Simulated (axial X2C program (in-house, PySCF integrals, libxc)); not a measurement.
WF: properties at the nuclei

Computed with an axial X2C code built on PySCF integrals: two-component X2C with atomic mean-field Coulomb and Gaunt terms, Gaussian nuclei, basis W dyall-cv3z, F dyall-av3z with contracted cores.

R = 1.889 Å (near the PBE0 minimum at charge 0 of the determinant lowest at the starting distance; the state shown can have its own minimum elsewhere).

Input and command:
```json
{"zs": [74, 9], "q": 0, "bas": ["dyall-cv3z", "dyall-av3z"], "r0": 2.01, "levels": ["PBE0", "HF", "B3LYP", "PBE", "BP86"], "nst": 3}
```
```bash
python soeom.py task.json out
```

Keys: zs atomic numbers; q charge; bas basis sets; r0 starting distance in Å; levels methods; nst determinants followed.

Determinant lowest in the PBE0 search, Ω = 5/2 (⟨Sz⟩ = 2.47, ⟨Lz⟩ = 0.03 at PBE0), spin on the atoms W 2.45, F 0.01:

| level | Eeff magnitude (GV/cm) | Ws magnitude W (kHz) | A∥/gI W (MHz) | qzz W (a.u.) | A∥/gI F (MHz) | qzz F (a.u.) | μ (D) |
| --- | --- | --- | --- | --- | --- | --- | --- |
| PBE0 | 22.1 | 9.68 | 2360 | -0.17 | 0.255 | 1.01 | -2.55 |
| HF | 31.5 | 13.6 | 1910 | -1.79 | 0.79 | 0.77 | -2.87 |
| B3LYP | 26.8 | 11.6 | 2430 | 0.12 | 1.86 | 0.96 | -2.51 |
| PBE | 19.7 | 8.66 | 2420 | 0.38 | -0.655 | 1.06 | -2.18 |
| BP86 | 20.1 | 8.79 | 2470 | 0.47 | -0.368 | 1.05 | -2.16 |

Eeff is the effective electric field on the electron electric dipole moment in this Ω state and Ws the scalar–pseudoscalar constant of the nucleus named (defined with the proton number Z and per Ω); A∥ (defined per Ω) follows by multiplying with gI = μI/(I μN); qzz is the electric field gradient, eQq0 = 234.96 MHz × Q/barn × qzz; μ is positive if the F end (last atom) is positive. The operators were transformed with the bare-nucleus X2C matrices; with these basis sets, hyperfine constants and field gradients can be off by tens of per cent, and where levels differ in sign neither size nor sign is settled.

(1) With gI(183W) = 0.2356 (g factors from the IAEA table of nuclear moments by Stone), turn the PBE0 values of the first state into constants in MHz.

Each state is one determinant with collinear spin, which with several unpaired electrons need not be a pure state. Unrestricted Hartree–Fock can overshoot spin polarisation at the nuclei. This is the top spin component of a Σ state; components of lower Ω are not single determinants and can lie lower. With several open shells hyperfine constants can be off by a factor of several. The search compared states at one distance, so a state with another bond length can lie lower. Further determinants of the search, some of them spin-mixed, are not shown. Where a field gradient or hyperfine factor spreads by more than a factor of two over the levels, a constant derived from it is not to be relied on.

Results:

(1) A∥(183W) = 2360 × 0.2356 = 556 MHz.
